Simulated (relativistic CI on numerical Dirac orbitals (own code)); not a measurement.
## Hyperfine structure of Dy11+, mass number 161

Computed by Dirac-Coulomb-Breit CI, separate exchange-only KLI orbitals for each configuration, model QED (radiative potential, 1s self-energy scaled to tabulated hydrogen-like ionisation energies), unscaled Slater integrals (own radial code, finite nucleus).

Configuration list (outside the closed core [Ar] 3d10 4p6 4d10): 4s²4f⁷5s², 4s²4f⁹, 4s²4f⁸5s, 4s²4f⁶5s²6s, 4s²4f⁵5s²6s², 4s²4f⁷6s², 4f⁹5s². The list is cut by size and lacks configurations that can hold low levels.

Nuclear spin I = 5/2, μ = -0.479 μN, Q = 2.51 b (tables of Stone and Pyykkö). The electronic factors are computed for point nuclear moments, without core polarisation or the Bohr-Weisskopf and QED corrections.

```csv
Level,E (cm⁻¹),A (MHz),B (MHz)
4s²4f⁷5s² ⁶P°7/2,49044.4,-53.64,1490
4s²4f⁷5s² ⁶P°5/2,49927.6,-66.49,764
4s²4f⁷5s² ⁶P°3/2,50749.1,107.1,-430
4s²4f⁷5s² ⁶I°7/2,53518.9,-280.2,265
4s²4f⁷5s² ⁶I°17/2,53787.0,-169.5,-17.5
4s²4f⁷5s² ⁶I°9/2,53975.6,-217.2,380
4s²4f⁷5s² ⁶I°11/2,54324.1,-187,418
4s²4f⁷5s² ⁶I°15/2,54363.1,-167.8,269
```

Levels with J = 0, under 50 % of one LS term, or S terms without an open s electron are left out. Small factors come from cancelling terms and can be off by tens of per cent or more.

At this charge energies of transitions that change n are usually good to better than 1 %, and those within a shell (Δn = 0) to a few per cent. Terms inside the open d or f shell come out 10 to 20 % too wide with unscaled integrals. Levels and lines within the n = 5 or 6 shells can be off by up to 10 % or somewhat more, and those that change n by about 2 %, since core polarisation is missing.

**Question.** Give the hyperfine levels of 4s²4f⁷5s² ⁶P°3/2 relative to its centre of gravity.

**Answer.** With K = F(F + 1) − I(I + 1) − J(J + 1), E = AK/2 + B[¾K(K + 1) − I(I + 1)J(J + 1)]/[2I(2I − 1)J(2J − 1)]: F = 1: -863.2, F = 2: -305.2, F = 3: 209.5, F = 4: 294.3 MHz.

LS names give the leading component of a level, which can be under half, so a name can repeat, a term be missing and a line seem to break the LS rules.
